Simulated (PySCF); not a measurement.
Method: PySCF with PBE-D3(BJ)/def2-TZVP // r2SCAN-D4/def2-SVP. Gas-phase values, no solvent. One relaxed conformer stands for a flexible species; it need not be the lowest. 

Reference species: [Zr(F)3(OH)] (neutral, multiplicity 1).

```
Item                                                            Value
------------------------------------------------------------  -------
mean distance from the central atom to its bonded neighbours  1.909 Å
coordination number                                                 4
charge on the central atom (Mulliken)                          1.63 e
```

Changed species: [Zr(F)2(OH)2] (2 of 4 F replaced by OH; the reference has 1 of 4 F replaced by OH).

### Question
Give the shifts of the mean distance from the central atom to its bonded neighbours, coordination number and charge on the central atom (Mulliken).

### Answer
the mean distance from the central atom to its bonded neighbours increases by 0.009 Å, to 1.918 Å; the coordination number stays essentially unchanged; the charge on the central atom (Mulliken) stays essentially unchanged.
